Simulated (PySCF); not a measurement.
PySCF input file for Al(Cl)(Me)(SMe) (C₂H₆AlClS), SMILES C[S][Al]([CH3])[Cl], TDA-PBE/def2-SVPD. Geometry: B3LYP-D3(BJ)/def2-SVP. The structure was generated by enumeration; whether it is a known compound was not checked. One conformer was computed; it need not be the lowest.

```python
import numpy as np
from pyscf import gto, scf, dft, tdscf

mol = gto.M(
    atom='''
    Al   -0.11938053    0.35978661    0.34450680
    Cl    0.80362476    2.23542076    0.03105200
    C    -1.32725179    0.06354502    1.84328844
    H    -2.33128581   -0.23368372    1.49597406
    H    -1.43479037    0.97570525    2.45085920
    H    -0.95915847   -0.74159070    2.50156445
    S     0.39616329   -1.16186987   -1.12543048
    C    -0.57617984   -2.61764696   -0.53660424
    H    -1.14807445   -2.40124135    0.37565662
    H     0.11837417   -3.44403456   -0.33342481
    H    -1.27276217   -2.92000430   -1.33031968
    ''',
    basis='def2-SVPD',
    charge=0,
    spin=0,
    max_memory=1600,
    verbose=4,
)
mf = dft.RKS(mol, xc='pbe').density_fit(auxbasis='def2-universal-jkfit')
mf.grids.level = 3
mf.conv_tol = 1e-9
mf.max_cycle = 100
mf.kernel()
mf.grids = dft.Grids(mol).set(level=1).build(with_non0tab=True)  # coarser grid for the response kernel
td = tdscf.TDA(mf)
td.singlet = True
td.nstates = 10
td.conv_tol = 1e-4
td.positive_eig_threshold = 1e-6
td.kernel(x0=td.get_init_guess(mf, 15))
td.analyze()
tt = tdscf.TDA(mf)
tt.singlet = False
tt.nstates = 4
tt.conv_tol = 1e-4
tt.positive_eig_threshold = 1e-6
tt.kernel(x0=tt.get_init_guess(mf, 9))
tt.analyze(verbose=3)
```

Output:

```
PySCF version 2.14.0

[INPUT] verbose = 4
[INPUT] num. atoms = 11
[INPUT] num. electrons = 64
[INPUT] charge = 0
[INPUT] spin (= nelec alpha-beta = 2S) = 0
[INPUT] symmetry False subgroup None
[INPUT] Mole.unit = angstrom
[INPUT] Symbol           X                Y                Z      unit          X                Y                Z       unit  Magmom
[INPUT]  1 Al    -0.119380530000   0.359786610000   0.344506800000 AA   -0.225596506305   0.679898156186   0.651023500050 Bohr   0.0
[INPUT]  2 Cl     0.803624760000   2.235420760000   0.031052000000 AA    1.518630703319   4.224333009567   0.058679775620 Bohr   0.0
[INPUT]  3 C     -1.327251790000   0.063545020000   1.843288440000 AA   -2.508142381439   0.120082684380   3.483310320177 Bohr   0.0
[INPUT]  4 H     -2.331285810000  -0.233683720000   1.495974060000 AA   -4.405491698985  -0.441598230570   2.826981262854 Bohr   0.0
[INPUT]  5 H     -1.434790370000   0.975705250000   2.450859200000 AA   -2.711360845463   1.843815700800   4.631452657871 Bohr   0.0
[INPUT]  6 H     -0.959158470000  -0.741590700000   2.501564450000 AA   -1.812546818357  -1.401403319524   4.727271693448 Bohr   0.0
[INPUT]  7 S      0.396163290000  -1.161869870000  -1.125430480000 AA    0.748640118707  -2.195615846684  -2.126755379438 Bohr   0.0
[INPUT]  8 C     -0.576179840000  -2.617646960000  -0.536604240000 AA   -1.088822096096  -4.946635845200  -1.014035050880 Bohr   0.0
[INPUT]  9 H     -1.148074450000  -2.401241350000   0.375656620000 AA   -2.169546281111  -4.537688510481   0.709888128680 Bohr   0.0
[INPUT] 10 H      0.118374170000  -3.444034560000  -0.333424810000 AA    0.223694761523  -6.508282081937  -0.630081574035 Bohr   0.0
[INPUT] 11 H     -1.272762170000  -2.920004300000  -1.330319680000 AA   -2.405171923007  -5.518008409552  -2.513939853319 Bohr   0.0

nuclear repulsion = 320.124789967631
number of shells = 72
number of NR pGTOs = 252
number of NR cGTOs = 166
basis = def2-SVPD
ecp = {}


[settings echo left out]
init E= -1179.75494197094
  HOMO = -0.284625915507574  LUMO = -0.0776696141981884  gap/eV = 5.63157
cycle= 1 E= -1179.67236777998  delta_E= 0.0826  |g|= 0.56  |ddm|= 4.08
  HOMO = -0.182841273714374  LUMO = -0.0426131414620703  gap/eV = 3.81580
cycle= 2 E= -1179.54667273041  delta_E= 0.126  |g|= 0.851  |ddm|= 1.86
  HOMO = -0.220196676130273  LUMO = -0.0488601904278347  gap/eV = 4.66230
cycle= 3 E= -1179.76287373971  delta_E= -0.216  |g|= 0.0838  |ddm|= 1.18
  HOMO = -0.226984751869784  LUMO = -0.0552933994711897  gap/eV = 4.67196
cycle= 4 E= -1179.76501058557  delta_E= -0.00214  |g|= 0.0309  |ddm|= 0.193
  HOMO = -0.225499088242465  LUMO = -0.0538491210282435  gap/eV = 4.67083
cycle= 5 E= -1179.76526981603  delta_E= -0.000259  |g|= 0.0136  |ddm|= 0.0641
  HOMO = -0.225396555851971  LUMO = -0.0537890722188439  gap/eV = 4.66968
cycle= 6 E= -1179.76532040036  delta_E= -5.06e-05  |g|= 0.00174  |ddm|= 0.0156
  HOMO = -0.225426951001632  LUMO = -0.0539493664757527  gap/eV = 4.66614
cycle= 7 E= -1179.76532115396  delta_E= -7.54e-07  |g|= 0.00051  |ddm|= 0.00353
  HOMO = -0.225462895903694  LUMO = -0.0539526091789475  gap/eV = 4.66703
cycle= 8 E= -1179.7653212296  delta_E= -7.56e-08  |g|= 0.000184  |ddm|= 0.00104
  HOMO = -0.225439097551078  LUMO = -0.0539409114227145  gap/eV = 4.66670
cycle= 9 E= -1179.76532124031  delta_E= -1.07e-08  |g|= 4.67e-05  |ddm|= 0.000382
  HOMO = -0.225447151468534  LUMO = -0.0539438829520806  gap/eV = 4.66684
cycle= 10 E= -1179.765321241  delta_E= -6.89e-10  |g|= 1.09e-05  |ddm|= 8.77e-05
  HOMO = -0.225444973638973  LUMO = -0.0539447056861899  gap/eV = 4.66676
Extra cycle  E= -1179.76532124096  delta_E= 4e-11  |g|= 1.61e-05  |ddm|= 4.57e-05
converged SCF energy = -1179.76532124096
tot grids = 44176
Overwritten attributes  positive_eig_threshold  of <class 'pyscf.tdscf.rks.TDA'>


******** <class 'pyscf.tdscf.rks.TDA'> for <class 'pyscf.df.df_jk.DFRKS'> ********
nstates = 10 singlet
deg_eia_thresh = 1.000e-03
wfnsym = None
conv_tol = 0.0001
eigh lindep = 1e-12
eigh level_shift = 0
eigh max_cycle = 100


Excitation energies (eV)
[4.88294989 5.17380126 5.48240855 5.57269768 5.92022588 6.26275397
 6.36596339 6.52402067 6.58100324 6.65761386]

** Singlet excitation energies and oscillator strengths **
Excited State   1:      4.88295 eV    253.91 nm  f=0.0246
      32 -> 34       -0.70481
Excited State   2:      5.17380 eV    239.64 nm  f=0.0633
      31 -> 34       -0.21590
      32 -> 33        0.65769
Excited State   3:      5.48241 eV    226.15 nm  f=0.0009
      31 -> 33        0.35991
      32 -> 35       -0.60468
Excited State   4:      5.57270 eV    222.49 nm  f=0.0000
      31 -> 33        0.60559
      32 -> 35        0.35266
Excited State   5:      5.92023 eV    209.42 nm  f=0.1815
      31 -> 34        0.65331
      31 -> 37        0.10518
      32 -> 33        0.18561
Excited State   6:      6.26275 eV    197.97 nm  f=0.0007
      31 -> 35       -0.69361
Excited State   7:      6.36596 eV    194.76 nm  f=0.0004
      30 -> 33       -0.69845
Excited State   8:      6.52402 eV    190.04 nm  f=0.0061
      30 -> 34        0.69700
Excited State   9:      6.58100 eV    188.40 nm  f=0.0091
      29 -> 34       -0.13652
      32 -> 36       -0.68564
Excited State  10:      6.65761 eV    186.23 nm  f=0.0030
      28 -> 33       -0.11045
      32 -> 37       -0.69421

** Transition electric dipole moments (AU) **
state          X           Y           Z        Dip. S.      Osc.
  1        -0.3507      0.1305     -0.2569      0.2060      0.0246
  2        -0.0087      0.6256      0.3287      0.4995      0.0633
  3         0.0633     -0.0250      0.0459      0.0067      0.0009
  4        -0.0136      0.0057     -0.0107      0.0003      0.0000
  5        -0.4144      0.5843      0.8591      1.2512      0.1815
  6        -0.0360     -0.0556      0.0197      0.0048      0.0007
  7         0.0383     -0.0155      0.0264      0.0024      0.0004
  8        -0.1186     -0.1175      0.1023      0.0384      0.0061
  9         0.1830     -0.0676      0.1358      0.0565      0.0091
 10        -0.1044      0.0390     -0.0780      0.0185      0.0030

** Transition velocity dipole moments (imaginary part, AU) **
state          X           Y           Z        Dip. S.      Osc.
  1        -0.0191      0.0072     -0.0141      0.0006      0.0023
  2         0.0271      0.0608     -0.0061      0.0045      0.0157
  3         0.0355     -0.0133      0.0262      0.0021      0.0070
  4        -0.0251      0.0094     -0.0183      0.0011      0.0034
  5        -0.0620      0.0863      0.1280      0.0277      0.0848
  6        -0.0181      0.0162      0.0327      0.0017      0.0048
  7        -0.0135      0.0048     -0.0100      0.0003      0.0009
  8        -0.0309     -0.0114      0.0363      0.0024      0.0067
  9         0.0409     -0.0151      0.0304      0.0028      0.0078
 10        -0.0317      0.0118     -0.0234      0.0017      0.0046

** Transition magnetic dipole moments (imaginary part, AU) **
state          X           Y           Z
  1        -0.1596     -0.3637      0.0350
  2        -0.0731      0.0300     -0.0579
  3         0.5621      0.3011     -0.6134
  4         0.1402      0.9519      0.2874
  5        -0.5198      0.1926     -0.3806
  6         0.0473     -0.0194      0.0356
  7         0.0884      0.0577     -0.0891
  8        -0.1125      0.0412     -0.0830
  9         0.0523      0.2102      0.0382
 10         0.0325     -0.0962     -0.0947


******** <class 'pyscf.tdscf.rks.TDA'> for <class 'pyscf.df.df_jk.DFRKS'> ********
nstates = 4 triplet
deg_eia_thresh = 1.000e-03
wfnsym = None
conv_tol = 0.0001
eigh lindep = 1e-12
eigh level_shift = 0
eigh max_cycle = 100


Excitation energies (eV)
[4.33677284 4.63973738 5.06254461 5.28307642]

** Triplet excitation energies and oscillator strengths **
Excited State   1:      4.33677 eV    285.89 nm  f=0.0000
Excited State   2:      4.63974 eV    267.22 nm  f=0.0000
Excited State   3:      5.06254 eV    244.90 nm  f=0.0000
Excited State   4:      5.28308 eV    234.68 nm  f=0.0000
```

The calculation finished and met its thresholds.

Cost: roughly 70 core-seconds.
